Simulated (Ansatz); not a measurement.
`C[O][GeH2][C]#N` + `C#N` → `N#[C][GeH2][C]#N` + CH₃OH at 298.15 K and 1 bar (formal exchange of groups at a Ge–O bond).

Program: Ansatz. Geometries: PBE0-D4/def2-TZVP. ΔE: electronic, gas phase. CCSD(T)/CBS adds triple-zeta CCSD(T) − MP2 to the extrapolated MP2 energy (def2 sets, frozen cores). This one scheme is used for every species. For Ge outer-core shells are correlated without core-valence functions, which leaves a few kJ/mol of doubt a bond. Scalar relativity is left out up to krypton. Each species was taken in one conformer, which may not be the lowest.

| species | CCSD(T)/CBS energy (Eh) | H − E (kJ/mol) | S (J/(mol·K)) |
| --- | --- | --- | --- |
| `C[O][GeH2][C]#N` | -2285.08390 | 195.1 | 360.4 |
| `C#N` | -93.32098 | 52.4 | 201.2 |
| `N#[C][GeH2][C]#N` | -2262.78307 | 104.1 | 329.0 |
| CH₃OH | -115.61712 | 146.3 | 238.2 |

H − E and S are ideal-gas, rigid-rotor, harmonic terms from PBE0-D4/def2-TZVP, for one conformer and one mirror image of each species. 1 Eh = 2625.50 kJ/mol, R = 8.31446 J/(mol·K).

**Question.** By hand: ΔE, ΔH, ΔS and ΔG.

**Answer.** ΔE = (-2262.78307) + (-115.61712) − (-2285.08390) − (-93.32098) = 0.00469 Eh = 12.3 kJ/mol. Δ(H − E) = 104.1 + 146.3 − 195.1 − 52.4 = 2.9, so ΔH = 15.2 kJ/mol. ΔS = 329.0 + 238.2 − 360.4 − 201.2 = 5.6 J/(mol·K). ΔG = 15.2 − 298.15 × (5.6)/1000 = 13.5 kJ/mol.

**Question.** By hand: the equilibrium constant, and the temperature at which ΔG would vanish if ΔH and ΔS stayed fixed.

**Answer.** log₁₀ K = −ΔG/(RT ln 10) = -2.4. ΔG = 0 at ΔH/ΔS = 2714 K, far beyond where these terms or the molecules hold.

The number of gas molecules stays the same, so ΔS is small and ΔH decides. A doubt of 5 kJ/mol in ΔE shifts log₁₀ K by 0.9 here. Other conformers and mirror images would add mixing entropy, several J/(mol·K) or more a flexible species. Modes under 60 cm⁻¹, often nearly free rotors, make the harmonic entropy too high. These are equilibria of isolated gas molecules and say nothing of rates. Largest T1 diagnostic: 0.014 (customary marks: 0.02 for closed shells, 0.045 for open ones).
